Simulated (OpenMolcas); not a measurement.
neutral silicon: effect of the basis set

```
Program             : OpenMolcas 26.06
Method              : SS-CASPT2, IPEA 0.25 Eh, imaginary shift 0.1 Eh (closed shells correlated: 2s 2p)
Active space        : 4 electrons in 8 orbitals (3s 3p 4s 4p)
State averaging     : 2S+1 = 3 even, 3 roots; 2S+1 = 1 even, 6 roots; 2S+1 = 5 odd, 1 root; 2S+1 = 3 odd, 8 roots
Spin-orbit coupling : state interaction with AMFI integrals over the reference wave functions, term energies averaged over their components
```

A. ANO-RCC-VTZP [5s4p2d1f], DKH2, point nucleus; CASPT2 step roughly 5 core-seconds
B. ANO-R2 [5s4p3d1f], X2C, finite nucleus; CASPT2 step about 5 core-seconds
C. ANO-RCC-VQZP [6s5p3d2f1g], DKH2, point nucleus; CASPT2 step of the order of 7 core-seconds
D. ANO-RCC [8s7p5d4f2g], DKH2, point nucleus; CASPT2 step about 15 core-seconds

Energies in cm⁻¹ above 3s² 3p² ³P₀, the measured ground level; measured values from NIST Handbook of Basic Atomic Spectroscopic Data.

```
      Level      A      B      C      D  Measured
3s² 3p² ³P₀    0.0    0.0    0.0    0.0       0.0
3s² 3p² ³P₁   63.0   62.1   62.1   62.3      77.1
3s² 3p² ³P₂    184    181    181    181       223
3s² 3p² ¹D₂   6470   6760   6130   6050      6299
3s² 3p² ¹S₀  14350  15520  14000  14050     15394
3s 3p³ ⁵S°₂  30210  30360  30880  31540     33326
3s 3p³ ³D°₁  46170  47250  46070  48110          
3s 3p³ ³D°₂  46190  47270  46090  48130          
3s 3p³ ³D°₃  46220  47300  46120  48160     45322
3s 3p³ ³P°₀  56970  58190  57230  58330          
3s 3p³ ³P°₁  56990  58200  57250  58350          
3s 3p³ ³P°₂  57020  58230  57280  58380
```

Deviations, from unrounded energies. A percentage is the sum of absolute deviations over the sum of measured energies, with the sign that they share, or ± where signs differ.

| Against measurement | Levels | A | B | C | D |
| --- | --- | --- | --- | --- | --- |
| mean absolute deviation (cm-1) | 6 | 880 | 930 | 810 | 1000 |
| fine structure of the ground term (%) | 2 | -17.9 | -18.9 | -19.0 | -18.8 |
| other terms of the ground configuration (%) | 2 | ±5.6 | +2.7 | -7.2 | -7.3 |
| other configurations (%) | 2 | ±5.1 | ±6.3 | ±4.1 | ±5.9 |

C lies closest to measurement on these levels and D furthest from it. The largest miss of C in the table is 3s 3p³ ⁵S°₂, by -2400 cm-1. The ranking rests on the paired levels alone, and a cruder setting can come out closer through cancelling errors.

The two smallest mean deviations differ by little beside CASPT2's spread within terms, so their order carries little weight.

Among A to D the level of the table that moves most is 3s 3p³ ³D°₃, by 2000 cm-1 (lowest in C, highest in D). Moves below CASPT2's spread within the term are not significant.

CASPT2 does not keep the components of a term degenerate, so their means are used; among the terms shown or strongly mixed into the levels shown the widest spread is 330 cm-1 (3s 3p³ ³D°, A). Over all roots computed the reference weight is 0.87 to 0.98 in A, 0.87 to 0.97 in B, 0.87 to 0.98 in C, 0.89 to 0.97 in D; the roots of lowest weight are the least certain, and an intruder state may touch them. Active for correlation alone: 4p 4s; no level in the range computed is led by a configuration that fills them, so any true level of that kind is missing. Terms of s pⁿ other than that of highest spin mix with s² pⁿ⁻² d, which this space lacks; all of them can be thousands of cm-1 off, and some have no real level of that name. Computed and measured levels are paired by configuration, term and J; levels that our copy of the source lacks, or whose pairing is in doubt (as where it misses far off the trend of its configuration), stay unpaired and out of the deviations. Levels of configurations outside the active space are missing.

° marks odd parity.
